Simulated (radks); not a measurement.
Excited configurations of the technetium ion Tc3+: one electron is placed in a higher orbital outside [Kr] 4d3. The ground configuration is [Kr] 4d4. Calculated with a radial shooting solver on a logarithmic mesh with Libxc functionals: Dirac Kohn-Sham, BLYP, spin-unpolarised, spherical densities, point nucleus; open shells fill j = l - 1/2 first. Excitation = E - E(ground); binding = E(ion) - E, where the ion is the core of charge +4; n* = 4/sqrt(2 binding) in atomic units, and the quantum defect is n - n*.

outer orbital	excitation (eV)	binding (eV)	n*	quantum defect	eigenvalue (eV)	<r> (bohr)
4f5/2	26.667	15.375	3.763	0.237	-12.325	3.566
5s1/2	8.107	33.935	2.533	2.467	-29.645	2.554
5p1/2	14.482	27.560	2.810	2.190	-23.805	2.893
6s1/2	24.806	17.236	3.554	2.446	-15.332	4.872
6p1/2	27.123	14.919	3.820	2.180	-13.187	5.417
6f5/2	34.853	7.189	5.503	0.497	-6.276	10.03
7d3/2	34.461	7.581	5.358	1.642	-6.699	10.37

The Delta-SCF ionisation energy is 42.042 eV (NIST Atomic Spectra Database: 41 eV, theoretical). Self-interaction in the functional shifts the binding energies and quantum defects, so they are the method's values and not measured ones. Spin polarisation and multiplet splitting are left out, so open shells lie too high by an amount that depends on their filling.

Beside tabulated values, note that spin-unpolarised runs miss the spin-polarisation part of the exchange energy of open shells.
